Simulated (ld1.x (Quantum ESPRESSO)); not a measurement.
**Tm (Z = 69): excitation energies, all-electron against TM**

ld1.x (Quantum ESPRESSO) 7.5 input, shortened:

```
&input
   title='Tm', zed=69., rel=1, dft='BP', iswitch=3,
   config='[Xe] 4f13 5d0.5 6s1.5 6p0'
 /
 &inputp
   pseudotype=2, tm=.true., lloc=2,
   nlcc=.true., new_core_ps=.true., rcore=0.50
 /
4
6S  1  0   1.50   0.00  2.65  2.65  0.0
5P  2  1   6.00   0.00  2.30  2.30  0.0
4F  4  3  13.00   0.00  0.60  0.60  0.0
5D  3  2   0.50   0.00  3.35  3.35  0.0
 &test
   configts(1)='4f13 5p6 5d0.5 6s1.5 6p0'
 /
```

Energies are relative to the spin-unpolarised reference configuration 4f13 5p6 5d0.5 6s1.5 6p0; without spin polarisation the order of configurations can differ from experiment. Not all tests gave a result: 2 of 7 tests not solved or not reliable. Left out of the table: 4f13 5p5 5d0 6s2 6p0 (solver errors, printed error -4976 eV); 4f12 5p6 5d0 6s2 6p0 (solver errors, printed error -12.7 eV).

Q: Give the all-electron excitation energy and the error of the potential for: 4f13 5p6 5d0 6s2 6p0; 4f13 5p6 5d0 6s1 6p0; 4f13 5p6 5d0 6s0 6p0; 4f13 5p6 5d0 6s0 6p2; 4f12 5p6 5d1 6s2 6p0.

A:

```csv
valence configuration,charge,ΔE all-electron (eV),error AE − PS (meV)
4f13 5p6 5d0 6s2 6p0,0,-1.559,+1.5
4f13 5p6 5d0 6s1 6p0,+1,5.074,-3.8
4f13 5p6 5d0 6s0 6p0,+2,17.185,-19
4f13 5p6 5d0 6s0 6p2,0,4.445,+39
4f12 5p6 5d1 6s2 6p0,0,3.350,-361
```

A Bessel basis up to 400 Ry misses an occupied level by 0.30 Ry, so cutoffs were not judged. Note: ghost state, extra bound levels that the all-electron valence spectrum of the same l lacks: s at -13.2 eV (other channels not judged).
